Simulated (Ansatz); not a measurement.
ZnMe2 (C₂H₆Zn), relaxed as a singlet with RKS r2SCAN-D4/def2-TZVP in Ansatz, starting from the GFN2-xTB geometry. Force threshold 0.02 eV/Å.

Start:

```xyz
9

Zn   -0.0133    0.0098   -0.0006
C    -1.2256   -1.5954    0.3513
H    -2.0499   -1.6430   -0.3550
H    -1.6591   -1.5638    1.3472
H    -0.6805   -2.5319    0.2695
C     1.2232    1.5973   -0.3513
H     1.7244    1.5103   -1.3115
H     1.9973    1.6764    0.4072
H     0.6835    2.5403   -0.3568
```

(1) Estimate the energy that the relaxation releases and the steps that it takes.

(2) Does the start keep its bonding and symmetry?

(3) Predict the relaxed structure.

Answers

(1) 3.7 kcal/mol, in 3 steps; 5.5 s on 4 threads of Arm Neoverse V1 on a shared host. No frequencies were taken in this run, so the end may be a saddle point.

(2) By distances, no bond broke or formed. The bond that changes most is Zn1–C6, from 2.04 to 1.93 Å (atoms count from 1). Point group D3 at the start, D3 at the end, both within 0.05 Å.

(3) 
```xyz
9

Zn   -0.0013    0.0010   -0.0001
C    -1.1602   -1.5121    0.3327
H    -1.9870   -1.5453   -0.3827
H    -1.5934   -1.4684    1.3363
H    -0.6139   -2.4563    0.2499
C     1.1598    1.5125   -0.3328
H     1.6603    1.4234   -1.3014
H     1.9361    1.5932    0.4337
H     0.5997    2.4520   -0.3356
```
Bond lengths: 2 × C–Zn 1.93 Å; 6 × C–H 1.09 Å.
